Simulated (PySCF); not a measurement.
Working out the excitation energy of Li

Li [He] 2s1 (2S) → Li [He] 2p1 (2P). Calculation: PySCF 2.14, in x2c-TZVPPall (5s3p1d, 19 functions); scalar relativity by spin-free X2C-1e. Frozen: nothing. Energies in hartree (1 hartree = 27.21139 eV):

```json
{"part": "UHF", "Li (lower)": "-7.433320", "Li (upper)": "-7.357975"}
{"part": "MP2 opposite-spin", "Li (lower)": "-0.030657", "Li (upper)": "-0.030386"}
{"part": "MP2 same-spin", "Li (lower)": "-0.000352", "Li (upper)": "-0.000498"}
```

What does Hartree-Fock give?

(-7.357975) − (-7.433320) = 0.075345 hartree = 2.050 eV.

What do MP2 and SCS-MP2 (6/5 opposite-spin, 1/3 same-spin) give?

The opposite-spin parts differ by 0.007 eV and the same-spin parts by -0.004 eV. MP2: 2.050 + (0.007) + (-0.004) = 2.053 eV. SCS-MP2: 2.050 + 1.2 × (0.007) + (-0.004)/3 = 2.057 eV.

Measured between the centres of the two terms (NIST): 1.848 eV, so MP2 (valence and next inner shell) is off by 0.205 eV.

What remains against the reference includes basis incompleteness and correlation beyond second order.
